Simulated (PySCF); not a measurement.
## SrAl: frontier orbitals

B97-3 at R = 3.341 Å; basis Sr def2-SVP with ECP28, Al def2-SVP; scalar-relativistic core potentials; PySCF 2.14. State: ²Π (doublet), unpaired electrons π ↑. Only the outer orbitals are listed, counted within each symmetry, core potentials removing the inner ones.

```tsv
spin	orbital	occ.	ε (eV)	on Sr (%)	main shells (%)
α	4σ	1	-45.04	100	100 Sr s
α	2π	1	-25.33	100	100 Sr p
α	2π	1	-25.30	100	100 Sr p
α	5σ	1	-25.24	100	100 Sr p
α	6σ	1	-8.77	7	92 Al s
α	7σ	1	-4.24	61	59 Sr s, 34 Al p
α	3π	1	-3.60	23	77 Al p, 14 Sr d, 9 Sr p
α	3π	0	-1.93	33	67 Al p, 17 Sr d, 16 Sr p
α	8σ	0	-1.91	60	39 Al p, 31 Sr s, 19 Sr p
α	4π	0	-0.71	99	66 Sr p, 33 Sr d
β	4σ	1	-45.02	100	100 Sr s
β	2π	1	-25.33	100	100 Sr p
β	2π	1	-25.26	100	100 Sr p
β	5σ	1	-25.20	100	100 Sr p
β	6σ	1	-7.95	11	89 Al s
β	7σ	1	-4.07	81	77 Sr s, 15 Al p
β	3π	0	-1.83	37	63 Al p, 20 Sr p, 18 Sr d
β	8σ	0	-1.63	41	56 Al p, 18 Sr p, 13 Sr d
β	3π	0	-1.60	47	53 Al p, 27 Sr p, 20 Sr d
```

Question: Which are the highest filled and the lowest empty level, where do they sit, and how wide is the gap?

Answer: Highest filled α 3π at -3.60 eV (in %: 77 Al p, 14 Sr d, 9 Sr p); lowest empty α 3π at -1.93 eV (in %: 67 Al p, 17 Sr d, 16 Sr p); the gap at B97-3 is 1.67 eV. Both belong to one degenerate shell, split only by its one-sided filling, so this is no excitation gap.

The bond order (Mayer) is 1.22. The ⟨S²⟩ is 0.825, the charge on Sr (Mulliken, basis-dependent) is 0.17 and the charge on Sr (Löwdin, basis-dependent) is -0.06. The dipole moment (positive dipole means Sr(−)Al(+)) is -3.21 D.

Spin–orbit coupling is left out. The state was picked by a PBE0 search and need not be the measured ground state.
